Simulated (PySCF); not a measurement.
NMR data simulated for an unnamed compound:

¹H NMR (400 MHz, computed): δ 9.59 (m, 1H), 8.11 (m, 1H), 7.72 (m, 1H), 6.00 (m, 1H), 2.95 (m, 3H).

¹³C{¹H} NMR (computed): δ 182.1 (C), 179.1 (C), 168.7 (CH), 147.4 (C), 146.5 (CH), 126.9 (CH2), 123.7 (C), 28.8 (CH3).

- GFN2-xTB geometry
- NMR shieldings at PBE0/pcSseg-1/GIAO
- code: PySCF 2.14.0 with density-fitted response routines
- single conformer, averaged over atoms made equivalent by symmetry, fast rotation or ring inversion, isolated molecule, relativity neglected

Shifts are taken against calculated references (same method and geometry level): TMS for ¹H (σ = 31.72 ppm), ¹³C (σ = 186.93 ppm).

Problem. Which of these does the molecule contain: a non-aromatic C=C double bond, a vinyl group CH=CH2, a tert-butyl group, a carboxylic acid, an ester, a nitrile?

Solution. 
- A non-aromatic C=C double bond: yes.
- A vinyl group CH=CH2: yes (δC 126.9, 146.5; δH 6.00 (m), 7.72 (m), 8.11 (m)).
- A tert-butyl group: no.
- A carboxylic acid: no.
- An ester: no.
- A nitrile: yes (δC 123.7).

The data belong to SMILES C=Cc1pcc(C)pc1C#N, C₈H₇NP₂; they needn't prove each group on their own.

Carbon signals by region: 3 in the far downfield region (above 160 ppm), 4 in the sp2 and nitrile region (100–160 ppm), 1 below 50 ppm. Above 160 ppm: 182.1, substituted aromatic carbon, 179.1, substituted aromatic carbon, 168.7, aromatic CH.

Splittings by ³¹P in the carbon and heteronuclear signals aren't shown, as no couplings were computed. Shifts are as computed. Against solution values, carbons near 30 ppm lie about +3 ppm off and those near 130 ppm about +5 ppm. Of 1211 compounds with measured shifts, 218 miss one by over three times the rms of a fit or turn the order of signals round; such compounds aren't used in these exercises. Multiplicities follow the n + 1 count of equivalent neighbours, as no J values were calculated; m marks all less simple cases, F and P coupling included.
